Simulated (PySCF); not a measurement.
InI2, SMILES [I][In][I], multiplicity 2. Geometry optimised at B3LYP-D3(BJ)/def2-SVP. The multiplicity is an assumed one; other spin states were not compared. The isomer is the one that the SMILES or the coordinates give; other isomers of the formula were not compared. The def2 effective core potentials stand for the cores of I, In; spin–orbit coupling is left out.

Computed equilibrium geometry at B3LYP-D3(BJ)/def2-SVP (PySCF confirms it by a frequency run) as Cartesian coordinates in Å, and its point group:
point group C2v.
```xyz
3

In     0.0000     0.0000     0.9166
I      0.0000    -2.4359    -0.4237
I      0.0000     2.4359    -0.4237
```
Charge 0, spin multiplicity 2.
